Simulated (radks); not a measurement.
Values are calculated unless marked as measured or tabulated.
Species: O3+. Configuration: [He] 2s2 2p1. Code: a radial shooting solver on a logarithmic mesh with Libxc functionals. Model: Dirac Kohn-Sham, LDA (Slater exchange, Perdew-Wang correlation), spin-unpolarised, spherical densities, point nucleus; open shells fill j = l - 1/2 first.

Radial electron density D(r) = 4 pi r^2 rho(r):

```
   r/bohr * D(r) (the largest magnitude, 8.52, reaches the edge; | marks zero)
  0.01878 |      *
  0.02293 |        *
  0.02801 |            *
  0.03421 |                *
  0.04179 |                      *
  0.05104 |                             *
  0.06234 |                                    *
  0.07614 |                                           *
    0.093 |                                                  *
   0.1136 |                                                      *
   0.1387 |                                                      *
   0.1695 |                                                  *
    0.207 |                                          *
   0.2528 |                               *
   0.3088 |                      *
   0.3771 |                *
    0.457 |              *
   0.5582 |                *
   0.6817 |                   *
   0.8327 |                    *
    1.017 |                *
    1.242 |           *
    1.517 |     *
    1.853 | *
    2.263 |*
    2.765 *
    3.377 *
```

D(r) has 2 maxima, at r = 0.128, 0.775 bohr, and minima at 0.443 bohr, inside which lie 2.14 electrons.
